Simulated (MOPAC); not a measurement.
Job for MOPAC: PM3 on AlC-, 2S+1 = 3, a spin state set in the input, which need not be the lowest, a point of a bond scan (R = 1.741 Å). Charge -1.

```
PM3 1SCF PRECISE CHARGE=-1 UHF MS=1 THREADS=1
CAl

C      0.00000000 1     0.00000000 1     0.00000000 1
Al     0.00000000 1     0.00000000 1     1.74083800 1
```

Output:

```
*******************************************************************************
 **                                                                           **
 **                              MOPAC v23.2.5                                **
 **                                                                           **
 *******************************************************************************
 ** MOPAC's Digital Object Identifier: https://doi.org/10.5281/zenodo.6511958 **
 **                                                                           **
 ** Please cite the open-source release paper for use of this MOPAC version:  **
 ** J. E. Moussa and J. J. P. Stewart (2026)                                  **
 ** MOPAC: An open-source semiempirical molecular orbital program             **
 ** J. Open Source Softw., 11(119), 8025, https://doi.org/10.21105/joss.08025 **
 *******************************************************************************

                              PM3 CALCULATION RESULTS

 *******************************************************************************
 *  PM3        - The PM3 Hamiltonian to be used
 *  UHF        - UNRESTRICTED HARTREE-FOCK CALCULATION
 *
 *
 *
 *                 CHARGE ON SYSTEM = -1
 *
 *
 *
 *  MS=        - IN MECI, MAGNETIC COMPONENT OF SPIN =  1.0
 *  PRECISE    - TIGHTER CRITERIA TO BE USED
 *  1SCF       - DO 1 SCF AND THEN STOP
 *  THREADS=1  - MULTI-THREADING NOT USED
 *  T=         - A TIME OF 172800.0 SECONDS REQUESTED
 *  DUMP=N     - RESTART FILE WRITTEN EVERY 7200.0 SECONDS REQUESTED
 *******************************************************************************
PM3 1SCF PRECISE CHARGE=-1 UHF MS=1 THREADS=1
 CAl

   ATOM   CHEMICAL          X               Y               Z
  NUMBER   SYMBOL      (ANGSTROMS)     (ANGSTROMS)     (ANGSTROMS)

     1       C          0.00000000  *   0.00000000  *   0.00000000  *
     2      Al          0.00000000  *   0.00000000  *   1.74083800  *



          CARTESIAN COORDINATES

    NO.       ATOM           X           Y           Z

     1         C          0.0000      0.0000      0.0000
     2        Al          0.0000      0.0000      1.7408

  C: (PM3): J. J. P. STEWART, J. COMP. CHEM. 10, 209 (1989).
 Al: (PM3): J. J. P. STEWART, J. COMP. CHEM. 10, 209 (1989).

           Empirical Formula: C Al  =     2 atoms



      MOLECULAR POINT GROUP   :   C*v


          UHF CALCULATION, NO. OF ALPHA ELECTRONS =    5
                           NO. OF BETA  ELECTRONS =    3

 -------------------------------------------------------------------------------
 PM3 1SCF PRECISE CHARGE=-1 UHF MS=1 THREADS=1
 CAl



     1SCF WAS SPECIFIED, SO BFGS WAS NOT USED
     SCF FIELD WAS ACHIEVED


                              PM3 CALCULATION
                                                       MOPAC v23.2.5 Linux




          FINAL HEAT OF FORMATION =         72.80341 KCAL/MOL =     304.60948 KJ/MOL


          COSMO AREA              =         86.52 SQUARE ANGSTROMS
          COSMO VOLUME            =         73.08 CUBIC ANGSTROMS

          IONIZATION POTENTIAL    =          2.807114 EV
          ALPHA SOMO LUMO (EV)    =         -2.807  2.788
          BETA  SOMO LUMO (EV)    =         -4.044  4.230
          NO. OF ALPHA ELECTRONS  =          5
          NO. OF BETA  ELECTRONS  =          3
          MOLECULAR WEIGHT        =         38.9925         POINT GROUP:  C*v

          MOLECULAR DIMENSIONS (Angstroms)

            Atom       Atom       Distance
           Al     2    C     1     1.74084
           Al     2    C     1     0.00000
            C     1   Al     2     0.00000


          SCF CALCULATIONS        =          1





   ATOM   CHEMICAL          X               Y               Z
  NUMBER   SYMBOL      (ANGSTROMS)     (ANGSTROMS)     (ANGSTROMS)

     1       C          0.00000000  *   0.00000000  *   0.00000000  *
     2      Al          0.00000000  *   0.00000000  *   1.74083800  *

                             CARTESIAN COORDINATES

   1    C        0.000000000     0.000000000     0.000000000
   2   Al        0.000000000     0.000000000     1.740838000


           Empirical Formula: C Al  =     2 atoms



      MOLECULAR POINT GROUP   :   C*v


          ALPHA EIGENVALUES
 -17.31509  -6.06510  -5.15797  -5.15797  -2.80711   2.78751   2.78751  14.35202


           BETA EIGENVALUES
 -12.04824  -4.04389  -4.04389   4.23025   6.67458   6.99806   6.99806  12.07981


              NET ATOMIC CHARGES AND DIPOLE CONTRIBUTIONS

  ATOM NO.   TYPE          CHARGE      No. of ELECS.   s-Pop       p-Pop
    1          C          -0.318595        4.3186     1.70795     2.61064
    2         Al          -0.681405        3.6814     0.11896     3.56245
 DIPOLE           X         Y         Z       TOTAL
 POINT-CHG.     0.000     0.000     0.088     0.088
 HYBRID         0.000     0.000    -0.923     0.923
 SUM            0.000     0.000    -0.835     0.835


          ATOMIC ORBITAL ELECTRON POPULATIONS

     Atom    s        px        py        pz
    1  C   1.70795   0.80698   0.80698   0.99667
    2 Al   0.11896   1.19302   1.19302   1.17642


                    (SZ)    =    1.000000
                    (S**2)  =    3.107766


          ATOMIC ORBITAL SPIN POPULATIONS

    Atom   Total    s     px     py     pz
         Atomic
    1  C  2.6291  0.251  0.706  0.706  0.966
    2 Al -0.6291  0.034 -0.706 -0.706  0.749

 **********************
 *                    *
 * JOB ENDED NORMALLY *
 *                    *
 **********************




 == MOPAC DONE ==
```

The run finished. Its determinant has ⟨S²⟩ = 3.11, a mixture of spin states.

Cost: very roughly 0.020 core-seconds.
